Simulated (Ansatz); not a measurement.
F$_{2}$H$_{3}$N$_{2}$V (`[NH]=[V]([NH2])([F])[F]`) at its PBE0-D4/def2-TZVP geometry, where that method's forces vanish. Charge 0, multiplicity 1.

```xyz
8

N    -1.4221    0.5279    0.2935
V     0.1552    0.3255    0.4722
N     0.5943   -0.7922   -0.8750
F     1.0105    1.8360    0.3204
F     0.5326   -0.3932    2.0140
H    -2.4028    0.7718    0.3377
H    -0.0222   -1.1857   -1.5668
H     1.5545   -1.0900   -0.9959
```

Question: What forces (eV/Å) does r2SCAN-D4/def2-TZVPP give on these atoms in Ansatz? (Best estimate.)

Answer: The calculation gave: 
```
N1  -0.864  0.119 -0.088
V2   0.615  0.016  0.194
N3   0.082 -0.203 -0.244
F4   0.131  0.219 -0.024
F5   0.061 -0.108  0.225
H6  -0.058  0.010 -0.003
H7   0.001 -0.029 -0.038
H8   0.031 -0.023 -0.022
```
